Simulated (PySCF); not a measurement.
Compound: C3H7BO2.
Structure used (PBE0-D3(BJ)/def2-SVP), in Å, numbered top down from 1:
```xyz
13
C3H7BO2 angstrom
C      2.1903    0.2928    0.4520
B      0.6751    0.0793    0.1424
O      0.2141   -0.6423   -0.9259
C     -1.2011   -0.6170   -0.9159
C     -1.5761    0.2384    0.3138
O     -0.3396    0.6053    0.8962
H      2.3531    0.6403    1.4814
H      2.7647   -0.6296    0.2845
H      2.6038    1.0530   -0.2313
H     -1.5862   -1.6472   -0.8457
H     -1.5683   -0.1831   -1.8600
H     -2.1388    1.1459    0.0407
H     -2.1782   -0.3199    1.0490
```

Jobs on this species (13 atoms, 46 electrons) with PySCF (density fitting). Hardware of each: one thread of an Arm Neoverse V2, shared host. Other jobs ran on the host; a repeat could differ by tens of per cent or more. Peak memory is the resident size of the whole Python process, interpreter and libraries included.

| level and settings | work | basis functions | SCF cycles | wall time | peak memory |
| --- | --- | --- | --- | --- | --- |
| PBE0/def2-TZVPD | 10 singlets by full TDDFT, 4 Tamm–Dancoff triplets, polarisability | 291 | ? | ? | ? |
| PBE0/def2-SVP | 10 singlets by full TDDFT, 4 Tamm–Dancoff triplets, polarisability | 119 | 13 | 13 s | 0.62 GiB |
| PBE0/def2-TZVP | 10 singlets by full TDDFT, 4 Tamm–Dancoff triplets, polarisability | 228 | 13 | 34 s | 0.94 GiB |
| PBE0-D3(BJ)/def2-SVP, grid level 1 | geometry optimisation from a GFN2-xTB start shaken at random | 119 | 36 | 23 s | 0.51 GiB |
| PBE0/aug-cc-pVDZ | 10 singlets by full TDDFT, 4 Tamm–Dancoff triplets, polarisability | 201 | 12 | 26 s | 0.84 GiB |
| PBE0/6-31+G* | 10 singlets by full TDDFT, 4 Tamm–Dancoff triplets, polarisability | 122 | 13 | 14 s | 0.67 GiB |

Question: Fill in the missing figures.

Answer: 
- PBE0/def2-TZVPD; 10 singlets by full TDDFT, 4 Tamm–Dancoff triplets, polarisability: 46 s, 1.1 GiB, 13 SCF cycles

Question: What do all jobs in the table cost together?

Answer: About 2.6 min; the longest takes about 29 % of that, and about 3.5 times as long as the shortest.
